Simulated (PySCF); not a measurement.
## Bond curve of SbCl⁻

Set-up: PySCF, scalar-relativistic core potentials, basis sets Sb def2-SVPD with ECP28, Cl def2-SVPD. Energies in eV from Sb + Cl⁻ in their ground configurations at the same level. State: ²Π (doublet), unpaired electrons π ↑.

| R (Å) | PBE | UHF-MP2 | LDA |
| --- | --- | --- | --- |
| 2.183 | 0.1579 | 0.8355 | -0.518 |
| 2.285 | -0.3161 | 0.3443 | -0.935 |
| 2.387 | -0.5752 | 0.0750 | -1.143 |
| 2.463 | -0.6707 | -0.0245 | -1.204 |
| 2.539 | -0.7060 | -0.0613 | -1.206 |
| 2.615 | -0.6972 | -0.0522 | -1.168 |
| 2.717 | -0.6384 | 0.0094 | -1.072 |
| 2.844 | -0.5185 | 0.1356 | -0.911 |
| 2.996 | -0.3426 | 0.3213 | -0.692 |

Question: Put a parabola through the three lowest points of the PBE curve and estimate Re, k and ωe (reduced mass 27.12 u; 1 eV/Å² = 0.16022 mdyn/Å; ωe = 1302.8·√(k/μ) cm⁻¹).

Answer: Through R = 2.463, 2.539, 2.615 Å the second-order coefficient is 3.82 eV/Å², so Re ≈ 2.562 Å, k ≈ 1.22 mdyn/Å and ωe ≈ 277 cm⁻¹. A polynomial fit of higher order to the unrounded PBE energies gives Re = 2.559 Å, k = 1.11 mdyn/Å, ωe = 263 cm⁻¹; anharmonicity and rounding make the difference.

The higher-order fit for each curve: PBE: Re = 2.559 Å, ωe = 263 cm⁻¹, De = 0.71 eV; UHF-MP2: Re = 2.559 Å, ωe = 269 cm⁻¹, De = 0.063 eV; LDA: Re = 2.504 Å, ωe = 288 cm⁻¹, De = 1.21 eV.

Correlated steps freeze 9 core orbitals. Correlated levels converge slowly with the basis: in double zeta they bind strong bonds too weakly, by up to about 1 eV, and carry superposition errors of some tenths. Spin–orbit coupling is left out, which matters for elements this heavy, above all for dissociation energies. For an ion De counts to the pair picked by the measured ionisation energies or electron affinities, which need not be the lowest pair at this level. Counting both spins, an empty level lies below a filled one in some of these solutions, because spin and occupation are held. The highest Kohn–Sham level is positive in this anion. Much of that is self-interaction error, but it also means that the finite basis helps to hold the extra electron. The state is the lowest determinant that a PBE0 search found; another state may lie lower at other levels.
